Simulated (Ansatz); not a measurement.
System: SOF2, charge 1, multiplicity 2. SMILES of the parent species: FS(=O)F

Atoms: O1, S2, F3, F4. Bonds: O1-S2, S2-F3, S2-F4.

Bond lengths (Å) and angles (degrees) optimised at HF/STO-3G with Ansatz (a first-principles code); B3LYP/LANL2DZ with Ansatz; MP2/6-31G* with Ansatz, each started from the B3LYP-D3(BJ)/def2-TZVP structure (Ansatz) of the last column. A row stands for all coordinates that are equal there. 6-31G* holds six Cartesian d functions. No wavenumbers were computed at HF/STO-3G, B3LYP/LANL2DZ, MP2/6-31G*, so these may be saddle points.

| coordinate | HF/STO-3G | B3LYP/LANL2DZ | MP2/6-31G* | B3LYP-D3(BJ)/def2-TZVP |
|---|---|---|---|---|
| O1-S2 | 1.761 | 1.755 | 1.399 | 1.425 |
| S2-F3 | 1.640 | 1.709 | 1.543 | 1.520 |
| O1-S2-F3 | 97.4 | 99.7 | 120.5 | 114.1 |
| F3-S2-F4 | 96.4 | 96.1 | 99.2 | 99.7 |

Mean signed difference of all 3 bond lengths from B3LYP-D3(BJ)/def2-TZVP: HF/STO-3G 0.192 Å, B3LYP/LANL2DZ 0.236 Å, MP2/6-31G* 0.007 Å.
